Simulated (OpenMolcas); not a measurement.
Ni.

| Item | Value |
| --- | --- |
| Program | OpenMolcas 26.06 |
| Basis | ANO-L-VTZP [6s5p3d2f1g] |
| Scalar Hamiltonian | non-relativistic, point nucleus |
| Active space | 8 electrons in 5 orbitals (3d) |
| State averaging | 2S+1 = 3 even, 10 roots; 2S+1 = 1 even, 15 roots (14 in the spin-orbit step) |
| Spin-orbit coupling | RASSI with atomic mean-field integrals over the reference wave functions, term energies averaged over their components |

Two sets of levels on these reference wave functions, in eV above 3d⁸ 4s² ³F₄: one from CASSCF and one from SS-CASPT2, IPEA 0.25 Eh, imaginary shift 0.1 Eh (closed shells correlated: 3s 3p 4s).

```tsv
Level	Set 1	Set 2
3d⁸ 4s² ³F₄	0.0000	0.0000
3d⁸ 4s² ³F₃	0.1682	0.1686
3d⁸ 4s² ³F₂	0.284	0.280
3d⁸ 4s² ¹D₂	2.086	1.545
3d⁸ 4s² ³P₂	2.531	1.993
3d⁸ 4s² ³P₁	2.579	2.041
3d⁸ 4s² ³P₀	2.621	2.083
3d⁸ 4s² ¹G₄	3.235	2.736
```

Q: Which set is which?

A: Set 2 is SS-CASPT2. Its levels of the other terms of 3d⁸ 4s² lie at 0.74 to 0.85 of the other set's values, as expected, since terms of lower spin or lower L gain more correlation energy than the Hund ground term.

Term energies are means over components that CASPT2 splits; among the terms shown or strongly mixed into the levels shown the widest spread is 990 cm-1 (3d⁸ 4s² ¹G, SS-CASPT2). Some high roots are left out of the spin-orbit mixing, which shifts the levels that they would mix with. With the s shell closed, the reference lacks s² → p², s² → d² and s → d mixing, so excited terms can stand far too high and out of order, with CASPT2 too. Without dynamic correlation excited terms often stand tens of per cent too high (terms of higher spin than the ground term too low), and those without a measured partner can miss by more than the paired ones (holds for CASSCF). Levels of configurations outside the active space are missing.
